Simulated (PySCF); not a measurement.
Zero-point energy (kcal/mol) of eight silicon and germanium compounds: PBE-D3(BJ) beside B3LYP-D3(BJ), computed with PySCF for isolated molecules in the bases named; differences from unrounded values. The eight are the first of their class met in an unordered collection, after screening for sound electronic states; none was chosen by its value. Each level has its own optimised geometry.

```tsv
molecule	basis	B3LYP-D3(BJ)	PBE-D3(BJ)	difference
(2R)-1-silyloxypropan-2-ol (C₃H₁₀O₂Si), SMILES C[C@@H](O)CO[SiH3]	def2-SVP	80.84	78.48	-2.36
Ge(H)2(vinyl)(NH2) (C₂H₇GeN), SMILES C=[CH][GeH2][NH2]	def2-SVP	52.18	50.84	-1.34
ClH₆NSSi₂, SMILES N[SiH2]S[SiH2]Cl	def2-SVP	41.00	39.80	-1.20
CH5F2NOSi, SMILES N[Si@](O)(F)CF	def2-SVP	45.94	[?]	[?]
C3H9NSi, SMILES C1C([SiH2]N)C1	def2-SVP	71.61	[?]	[?]
Si(All)(H)3 (C3H8Si), SMILES C=CC[SiH3]	def2-SVP	59.35	57.70	-1.65
Si(F)2(Me)(NCO) (C₂H₃F₂NOSi), SMILES C[Si](F)(N=C=O)F	def2-SVP	35.94	[?]	[?]
C₂H₄ClNOSi, SMILES O[Si@@]1(Cl)C=NC1	def2-SVP	40.00	38.86	-1.13
```

Q: Fill in the missing entries. (The exact figures need the calculation; the answer reports its results.)

A: 
- CH5F2NOSi, SMILES N[Si@](O)(F)CF, PBE-D3(BJ): 44.76
- CH5F2NOSi, SMILES N[Si@](O)(F)CF, difference: -1.17
- Si(F)2(Me)(NCO) (C₂H₃F₂NOSi), SMILES C[Si](F)(N=C=O)F, PBE-D3(BJ): 34.97
- Si(F)2(Me)(NCO) (C₂H₃F₂NOSi), SMILES C[Si](F)(N=C=O)F, difference: -0.97
- C3H9NSi, SMILES C1C([SiH2]N)C1, PBE-D3(BJ): 69.82
- C3H9NSi, SMILES C1C([SiH2]N)C1, difference: -1.78

PBE-D3(BJ) lies below B3LYP-D3(BJ) in 8 and above it in 0 of the eight; the mean signed difference is -1.45 and the largest -2.36 kcal/mol.
